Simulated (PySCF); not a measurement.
## 2 CaH₂ → Ca₂H₄

Level: PBE0 in the def2-TZVP basis family, all electrons, no relativity, computed in PySCF with density fitting; open shells unrestricted.

```tsv
species	state and structure	E (Eh)	ZPE (kJ/mol)	H(298 K) − H(0) (kJ/mol)	S° (J/(mol K))
CaH₂	singlet, C2v, Ca–H 2.027 Å (×2); H–Ca–H 143.6°	-678.53865	16.9	11.3	222.1
Ca₂H₄	singlet, D2h, Ca–H 2.028 Å (×2), Ca–H 2.191 Å (×4); Ca–H–Ca 104.0° (×2), H–Ca–H 76.0° (×2), H–Ca–H 142.0° (×4)	-1357.16037	47.3	19.2	315.5
```

Task: What is the electronic reaction energy?

Result: At PBE0/def2-TZVP, ΔE = -218.1 kJ/mol from the differences of the total energies times 2625.5, downhill.

Task: Add zero-point, thermal and entropy terms for 298.15 K and 1 bar.

Result: ΔZPE = 13.5 and Δ[H(298) − H(0)] = -3.4 kJ/mol give ΔH° = -208.0 kJ/mol. ΔS° = -128.7 J/(mol K), so ΔG° = -208.0 − 298.15 × (-0.1287) = -170 kJ/mol. ΔG° would change sign near 1620 K if ΔH° and ΔS° stayed fixed.

Only the bonding shown was studied: isomers, or loss of a ligand pair, can lie lower.
